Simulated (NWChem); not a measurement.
## Extrapolating the MP2 correlation energy of sulfur trioxide (O3S)

SMILES: O=S(=O)=O
```xyz
4

O      0.0000     0.0000     1.4693
S      0.0000     0.0000     0.0000
O     -1.2725     0.0000    -0.7347
O      1.2725     0.0000    -0.7347
```
Charge 0, spin multiplicity 1.

The numbers come from NWChem runs, not from measurements. Structure: optimised with PBE/def2-SVP, a minimum by its harmonic frequencies.

The correlated methods keep 8 core orbitals frozen.

Worked example. The MP2 correlation energy is -718.56 mHa in cc-pVDZ and -908.97 mHa in cc-pVTZ. The form E(X) = E∞ + A/X³ turns the pair into an estimate of the basis-set limit.

E∞ = (3³·(-908.97) − 2³·(-718.56))/(3³ − 2³) = -989.1 mHa. The larger basis holds 92 % of that. This is a two-point estimate, and a rough one from so small a pair.
